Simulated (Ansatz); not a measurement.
Breaking the Cd1–H2 bond in CdH2Se (SMILES [SeH][CdH]) (multiplicity 1 held, fragments rigid). Energies count from the point at 1.673 Å.
Geometry at that point (charge 0, multiplicity 1):
```xyz
4

Cd    -0.57783    -0.43492    -0.71649
H     -1.52690    -1.15540    -1.89055
Se     0.83269     0.66553     1.01516
H      0.95137    -0.59637     1.76637
```

R- and RO- levels are restricted; in cc, def2 and unpolarised 6-31G sets they are followed outwards from rest. Active spaces are followed from a long bond inwards. Levels need not reach the same state.

Correlated levels freeze the cores. Filled d and f shells under p-block atoms count as core.

Run with Ansatz (a first-principles code) with Gaussian orbitals. Values without a source in brackets are computed. In def2 rows elements past Kr take small-core potentials, without spin–orbit coupling.

Energies in kcal/mol.

```
R (Å)  R-HF/def2-TZVPP  R-r2SCAN/def2-TZVPP  R-wB97X-V/def2-TZVPP  SC-NEVPT2 on CASSCF(2,2)/def2-TZVPP  FIC-MRCISD+Q on CASSCF(2,2)/def2-TZVPP
-----  ---------------  -------------------  --------------------  -----------------------------------  --------------------------------------
1.338             30.5                 23.9                  25.4                                 24.3                                    25.7
1.506              6.8                  4.1                   4.6                                  4.3                                     4.8
1.673              0.0                  0.0                   0.0                                  0.0                                     0.0
1.840              2.2                  3.8                   3.7                                  3.5                                     3.3
2.007              9.0                 11.4                  11.6                                 10.7                                    10.5
2.258             23.1                 25.2                  26.5                                 23.7                                    23.7
2.509             38.3                 39.1                  42.0                                 36.2                                    36.6
2.927             62.1                 59.1                  65.5                                 52.1                                    53.4
3.346             82.2                 74.2                  84.9                                 61.2                                    63.3
3.847            101.3                 86.5                 102.8                                 65.7                                    68.5
4.517            120.0                 96.1                 119.9                                 67.4                                    70.4
5.353            135.4                101.7                 133.6                                 67.7                                    70.9
```

Doubts at one or more of the structures used: a restricted determinant that unrestricted orbitals would lower (R-HF/def2-TZVPP, R-r2SCAN/def2-TZVPP, R-wB97X-V/def2-TZVPP).
